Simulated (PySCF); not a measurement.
Species: C6H5NS.
Cartesian coordinates in Å at the PBE0-D3(BJ)/def2-SVP level; atoms count from 1:
```xyz
13
C6H5NS angstrom
C     -2.046   -0.458    0.033
C     -1.625    0.810    0.383
C     -0.206    0.775    0.314
S      1.178    1.781    0.550
C      2.240    0.474    0.127
C      1.589   -0.691   -0.183
C      0.182   -0.511   -0.073
N     -0.957   -1.249   -0.241
H     -3.056   -0.855   -0.040
H     -2.268    1.644    0.651
H      3.316    0.644    0.133
H      2.099   -1.611   -0.470
H     -0.999   -2.218   -0.518
```

The closed-shell ground state was solved at several levels (PySCF, density fitting, gas phase, non-relativistic).

```json
{"level": "CAM-B3LYP/def2-SVPD", "basis functions": "207", "HOMO (eV)": "-7.03", "LUMO (eV)": "0.81", "gap (eV)": "7.84", "dipole (D)": "2.63"}
{"level": "PBE/pcSseg-2", "basis functions": "365", "HOMO (eV)": "-4.90", "LUMO (eV)": "-1.05", "gap (eV)": "3.85", "dipole (D)": "2.57"}
```

Task: What might PBE0/pcSseg-1 (168 basis functions) give for the same quantities?

Result: HOMO -5.85 eV, LUMO -0.17 eV, gap 5.68 eV, dipole 2.65 D.

Task: Over all these levels, which gives the widest orbital gap and which the narrowest?

Result: CAM-B3LYP/def2-SVPD (range-separated hybrid) has the widest, 7.84 eV, and PBE/pcSseg-2 (GGA) the narrowest, 3.85 eV. Functional and basis both differ between the two, so the spread mixes both effects.

Task: How far do the dipole and the HOMO energy spread over the levels?

Result: The dipole runs from 2.57 to 2.65 D (mean 2.61 D) and the HOMO from -7.03 to -4.90 eV.
